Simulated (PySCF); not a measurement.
## Mg (magnesium, neutral) across methods

[Ne] 3s1 3p1, high-spin 3P determinant (an excited configuration). Computed with PySCF 2.14 in dyall-av3z, with scalar relativity by spin-free X2C-1e.

| method | E (hartree) | mean ε 2p β (eV) | mean ε 3s α (eV) | mean ε 3p α (eV) | Σ⟨r²⟩ (bohr²) | ⟨S²⟩ |
| --- | --- | --- | --- | --- | --- | --- |
| M06-2X | -200.2672 | -56.187 | -7.788 | -3.476 | 35.22 | 2.000 |
| r2SCAN | -200.2663 | -49.513 | -6.192 | -2.566 | 34.65 | 2.000 |
| BHandHLYP | -200.2897 | -56.237 | -7.653 | -3.606 | 34.79 | 2.000 |
| UHF | -199.85545 | -63.403 | -9.298 | -5.003 | 35.11 | 2.000 |
| PBE0 | -200.1881 | -52.226 | -6.922 | -3.167 | 34.78 | 2.000 |
| LC-wPBE | -200.2189 | -53.943 | -9.408 | -5.185 | 33.90 | 2.000 |
| PBE | -200.1705 | -48.158 | -6.013 | -2.485 | 35.14 | 2.000 |
| LDA | -199.3428 | -48.326 | -6.116 | -2.442 | 35.33 | 2.000 |
